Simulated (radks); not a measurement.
Q: Valence configurations of Kr IV (all share [Ar]). Method: scalar-relativistic Kohn-Sham, BLYP, spin-unpolarised, spherical densities, finite nucleus; Fermi nuclear charge, rms radius 4.1884 fm; computed with a radial shooting solver on a logarithmic mesh with Libxc functionals. Order these by energy: 3d10 4s0.5 4p4.5; 3d8 4s2 4p5; 3d9 4s1 4p5; 3d8 4s1 4p6; 3d9 4s2 4p4; 3d9.5 4s2 4p3.5; 3d9 4p6; 3d10 4s1 4p4; 3d10 4s2 4p3; 3d10 4s1.5 4p3.5.

A: From the lowest, in eV above it: 3d10 4s2 4p3 0.000; 3d10 4s1.5 4p3.5 7.914; 3d10 4s1 4p4 15.858; 3d10 4s0.5 4p4.5 23.830; 3d9.5 4s2 4p3.5 40.633; 3d9 4s2 4p4 84.202; 3d9 4s1 4p5 100.83; 3d9 4p6 117.57; 3d8 4s2 4p5 180.40; 3d8 4s1 4p6 197.76. NIST lists [Ar] 3d10 4s2 4p3 as the ground configuration; this level of theory agrees among the configurations tried. The energies are those of spherical spin-averaged densities, not of single terms.
